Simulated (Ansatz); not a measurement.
Consider the ligand exchange at the Si–N bond: `O[SiH2][NH][GeH3]` + `C[SiH](O)O` → `C[SiH](O)O[SiH2]O` + `[NH2][GeH3]`.

Gas-phase electronic energies from Ansatz, PBE0-D4/def2-TZVP geometries. CBS: MP2 limit from def2 TZ/QZ plus the TZ coupled-cluster correction, frozen cores. DFT in def2-TZVPP. For Ge outer-core shells are correlated without core-valence functions, which leaves a few kJ/mol of doubt a bond. Scalar relativity is left out up to krypton. Each species was taken in one conformer, which may not be the lowest.

```json
{"level": "PBE-D4", "ΔE (kJ/mol)": "-47.7", "difference from CCSD(T)/CBS": "3.9"}
{"level": "ωB97X-V", "ΔE (kJ/mol)": "-53.4", "difference from CCSD(T)/CBS": "-1.8"}
{"level": "ωB97M-V", "ΔE (kJ/mol)": "-52.9", "difference from CCSD(T)/CBS": "-1.3"}
{"level": "B2PLYP", "ΔE (kJ/mol)": "-53.2", "difference from CCSD(T)/CBS": "-1.6"}
{"level": "PBE0", "ΔE (kJ/mol)": "-48.8", "difference from CCSD(T)/CBS": "2.8"}
{"level": "MP2/def2-TZVPP", "ΔE (kJ/mol)": "-50.6", "difference from CCSD(T)/CBS": "1.0"}
{"level": "SCS-MP2/def2-TZVPP", "ΔE (kJ/mol)": "-52.6", "difference from CCSD(T)/CBS": "-1.0"}
{"level": "CCSD/def2-TZVPP", "ΔE (kJ/mol)": "-53.1", "difference from CCSD(T)/CBS": "-1.5"}
{"level": "CCSD(T)/def2-TZVPP", "ΔE (kJ/mol)": "-52.1", "difference from CCSD(T)/CBS": "-0.5"}
{"level": "CCSD/CBS(def2)", "ΔE (kJ/mol)": "-52.5", "difference from CCSD(T)/CBS": "-0.9"}
{"level": "CCSD(T)/CBS", "ΔE (kJ/mol)": "-51.6", "difference from CCSD(T)/CBS": "0"}
```

Largest T1 diagnostic among the species: 0.011.

In def2-TZVPP, CCSD(T) changes the Hartree–Fock value by +8.3 kJ/mol (the triples alone add +1.0 kJ/mol) and MP2 by +9.8 kJ/mol.

CCSD(T)/CBS has its own doubt, a few kJ/mol and more with outer-core shells, so smaller differences from it don't rank the levels.
